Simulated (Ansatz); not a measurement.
Cost and result for the atomization energy of Ga₂H₆S₂ (`[SH+]1[GaH2-][SH+][GaH2-]1`) (10 atoms, 10 bonds).

```xyz
10

S     0.625    1.398    0.878
Ga    1.539   -0.477   -0.317
S    -0.605   -1.343   -0.974
Ga   -1.421    0.792   -0.228
H     0.373    0.728    2.015
H     2.153    0.126   -1.617
H     2.172   -1.459    0.717
H    -0.849   -1.994    0.175
H    -1.473    1.680   -1.508
H    -2.514    0.549    0.858
```

Total charge 0; spin multiplicity 1. Correlated methods include outer-core shells of Ga, which these sets cover unevenly. Scalar relativity is left out up to krypton. All single points use the PBE0-D4/def2-TZVP geometry. Program: Ansatz. All runs use 4 threads of an Arm Neoverse V2 on a shared host. Times are those of one run each, without the atoms' runs, and a repeat can differ threefold. Electronic energies, without spin–orbit coupling; frozen cores. CCSD(T)/CBS adds CCSD(T) − MP2 in def2-TZVPP to the MP2 limit, and its time is that of the two runs behind it. T1 = 0.013. With those shells the extrapolation isn't a true limit. HSE06 is the plane-wave form, built on full-range PBE exchange.

CCSD(T)/CBS is a level of theory with its own doubt, some kJ/mol a heavy atom from the limit and from the frozen cores, so smaller differences don't rank the functionals.

```json
{"level": "revPBE-D4/def2-TZVPP", "functions": "264", "wall time": "2.8 s"}
{"level": "BLYP-D4/def2-TZVPP", "functions": "264", "wall time": "3.1 s"}
{"level": "PBE-D4/def2-TZVPP (with forces)", "functions": "264", "wall time": "3.4 s"}
{"level": "PBE0-D4/def2-TZVPP", "functions": "264", "wall time": "6 s"}
{"level": "HSE06-D4/def2-TZVPP", "functions": "264", "wall time": "6.5 s"}
{"level": "B2PLYP/def2-TZVPP", "functions": "264", "wall time": "8.5 s"}
{"level": "r2SCANh-D4/def2-TZVPP", "functions": "264", "wall time": "9 s"}
{"level": "CCSD(T)/def2-SVP", "functions": "130", "wall time": "12 s"}
{"level": "ωB97X-V/def2-TZVPP", "functions": "264", "wall time": "13 s"}
{"level": "B97M-V/def2-TZVPP", "functions": "264", "wall time": "14 s"}
{"level": "MP2/def2-QZVPP", "functions": "498", "wall time": "34 s"}
{"level": "CCSD(T)/def2-TZVPP", "functions": "264", "wall time": "5.3 min"}
{"level": "CCSD(T)/CBS(def2)", "functions": "–", "wall time": "5.9 min"}
```

**Question.** What atomization energy does each give, and how far from CCSD(T)/CBS? (Best estimate.)

**Answer.** The calculation gave: 
| level | atomization (kcal/mol) | difference from CCSD(T)/CBS | per bond |
| --- | --- | --- | --- |
| revPBE-D4/def2-TZVPP | 603.2 | -20.8 | -2.1 |
| BLYP-D4/def2-TZVPP | 601.4 | -22.6 | -2.3 |
| PBE-D4/def2-TZVPP (with forces) | 615.0 | -9.0 | -0.9 |
| PBE0-D4/def2-TZVPP | 613.8 | -10.2 | -1.0 |
| HSE06-D4/def2-TZVPP | 613.8 | -10.2 | -1.0 |
| B2PLYP/def2-TZVPP | 603.8 | -20.2 | -2.0 |
| r2SCANh-D4/def2-TZVPP | 623.3 | -0.7 | -0.1 |
| CCSD(T)/def2-SVP | 581.2 | -42.8 | -4.3 |
| ωB97X-V/def2-TZVPP | 625.9 | 1.9 | 0.2 |
| B97M-V/def2-TZVPP | 630.6 | 6.6 | 0.7 |
| MP2/def2-QZVPP | 617.3 | -6.7 | -0.7 |
| CCSD(T)/def2-TZVPP | 612.7 | -11.3 | -1.1 |
| CCSD(T)/CBS(def2) | 624.0 | 0.0 | 0.0 |

In def2-TZVPP, CCSD(T) changes the Hartree–Fock value by +165.5 kcal/mol (the triples alone add +9.4 kcal/mol) and MP2 by +163.6 kcal/mol; breaking electron pairs costs correlation energy, which Hartree–Fock lacks. Leaving LDA and LC-ωPBE aside and taking each functional with its dispersion term where it has one, the values spread over 29.2 kcal/mol, from BLYP-D4 to B97M-V. LDA lies +95.6 kcal/mol from PBE without D4, its usual overbinding. From BLYP to BHLYP (50 % exact exchange), in def2-TZVPP and without D4, the atomization energy moves by +8.2 kcal/mol.
